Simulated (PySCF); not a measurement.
## How methods differ on the excitation energy of Sr

Sr [Kr] 5s2 (1S) → Sr [Kr] 4d1 5s1 (3D), as a difference of total energies. Calculation: PySCF 2.14, in dyall-av2z (22s16p11d, 125 functions); the non-relativistic Hamiltonian (point nucleus). Correlated levels: valence: [Kr] frozen; virtual orbitals above 40 to 60 times the deepest correlated orbital energy dropped. The calculations carry no spin-orbit coupling.

**Question.** Order these methods by the excitation energy they give, lowest first.
A. SCS-MP2 (valence)
B. MP2 (valence)
C. UHF
D. CCSD (valence)

**Answer.** C (1.664 eV), B (2.118 eV), A (2.236 eV), D (2.326 eV).

These non-relativistic numbers lack the scalar-relativistic shift.

Errors of the correlated levels include the incompleteness of this basis and the frozen core.

With two correlated electrons CCSD is exact in that space.

For comparison: 2.263 eV (measured; NIST levels, between the centres of gravity of the two terms).
